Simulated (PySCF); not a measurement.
Stretching LiSn

Set-up: PySCF, scalar-relativistic core potentials, basis sets Li def2-SVPD, Sn def2-SVPD with ECP28. Energies in eV from Li + Sn in their ground configurations at the same level. State: ⁴Σ⁻ (quartet), unpaired electrons σ ↑, π ↑↑.

All columns are BLYP. A positive dipole means Li(−)Sn(+).

```
R (Å)  E (eV)  μ (D)  Mulliken charge on Li (basis-dependent)  HOMO (eV)  LUMO (eV)  Mayer bond order  ⟨S²⟩
2.227  -1.012  -4.22                                     0.39      -3.58      -2.88              1.05  3.75
2.331  -1.185  -4.43                                     0.38      -3.49      -2.93              1.04  3.75
2.435  -1.283  -4.62                                     0.36      -3.42      -2.96              1.03  3.75
2.512  -1.320  -4.77                                     0.35      -3.36      -2.97              1.02  3.75
2.590  -1.334  -4.91                                     0.34      -3.31      -2.98              1.01  3.75
2.668  -1.329  -5.05                                     0.33      -3.27      -2.99              1.00  3.75
2.771  -1.301  -5.22                                     0.32      -3.21      -2.99              0.98  3.75
2.901  -1.241  -5.42                                     0.32      -3.15      -2.98              0.96  3.75
3.056  -1.149  -5.63                                     0.31      -3.08      -2.97              0.92  3.75
3.263  -1.009  -5.84                                     0.30      -3.01      -2.94              0.87  3.75
```

A fit through these points gives, at Re = 2.606 Å, μ = -4.94 D and dμ/dR = -1.79 D/Å; the reduced mass is 6.628 u.

Problem. How strong is the fundamental in the double-harmonic approximation, I = 42.26·(dμ/dR)²/μred km/mol?

Solution. I = 42.26·(-1.79)²/6.628 = 20.4 km/mol at BLYP.

Spin–orbit coupling is left out, which matters for elements this heavy, above all for dissociation energies. The state was picked by a PBE0 search and need not be the measured ground state.
